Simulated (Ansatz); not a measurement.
Geometry optimisation, RKS PBE0/def2-SVP (Ansatz 0.2.0).

The input (input.yaml):

```yaml
crystal:
  periodic: [false, false, false]
  atoms:
    - { symbol: "N", position_ang: [-0.8276, 0.0767, -0.8039] }
    - { symbol: Al, position_ang: [0.3215, -0.1511, 0.6445] }
    - { symbol: Br, position_ang: [0.53216, 1.62155, 2.17893] }
    - { symbol: H, position_ang: [-1.1636, 1.1086, -0.7369] }
    - { symbol: H, position_ang: [-0.3018, 0.0733, -1.7061] }
    - { symbol: H, position_ang: [1.12997, -1.52819, 0.85504] }
basis:
  gaussian: { orbitals: def2-SVP }
hamiltonian:
  xc: pbe0
relax:
  f_tol: 0.015
  max_steps: 40
output:
  orbitals: {}
```

Run as:

```bash
$ ansatz run input.yaml --threads 1 --pin off --max-ram 2048MiB --backend cpu --events-out ev --progress --plain --runs-dir out
```

Q: Where does it end, and by what steps?

A: It converged. After 7 steps the energy has fallen by 0.499 eV; H5 moved furthest, 0.50 Å.

| step | energy less start (eV) | largest force component (eV/Å) | accepted |
| --- | --- | --- | --- |
| 0 | 0.0000 | 2.596 | yes |
| 1 | -0.2221 | 1.479 | yes |
| 2 | -0.2440 | 2.321 | yes |
| 3 | -0.4499 | 0.598 | yes |
| 4 | -0.4930 | 0.278 | yes |
| 5 | -0.4983 | 0.103 | yes |
| 6 | -0.4988 | 0.019 | yes |
| 7 | -0.4989 | 0.007 | yes |

```xyz
6
Properties=species:S:1:pos:R:3
N -0.555 0.329 -0.790
Al 0.382 -0.066 0.650
Br 0.415 1.451 2.327
H -1.082 1.184 -0.929
H -0.642 -0.273 -1.602
H 1.172 -1.423 0.775
```

Run time: 15 s on 1 thread of Intel(R) Xeon(R) 6975P-C (Granite Rapids), on a shared host, peak memory 0.17 GiB.
